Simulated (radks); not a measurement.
Charge is removed step by step from the 5s up level of Mo, starting from [Kr] 4d5 5s(up 1, down 0). Method: scalar-relativistic Kohn-Sham, BLYP, spin-polarised, spherical densities, finite nucleus; open shells are filled with parallel spins first (spin-orbit coupling, left out, can overturn this in heavy ions); Fermi nuclear charge, rms radius 4.4091 fm; computed with a radial shooting solver on a logarithmic mesh with Libxc functionals.

removed (e)  E - E(0) (eV)  eigenvalue (eV)  E minus straight line (eV)
0                    0.000           -4.397                       0.000
0.25                 1.274           -5.804                      -0.546
0.5                  2.905           -7.257                      -0.735
0.75                 4.905           -8.748                      -0.556
1                    7.281          -10.269                       0.000

Removing the whole electron costs 7.281 eV by Delta-SCF, against 4.397 eV from minus the eigenvalue at the starting occupation. Slater's transition state (half an electron removed) gives 7.257 eV. Integrating minus the eigenvalue over the occupation (Janak's theorem) gives 7.282 eV. In this scalar-relativistic scheme the density is built from large components alone, so the theorem holds only approximately. The mean slope of the eigenvalue, de/dn, is 5.87 eV per electron. Ionisation energy of Mo in the NIST Atomic Spectra Database: 7.092 eV (measured).
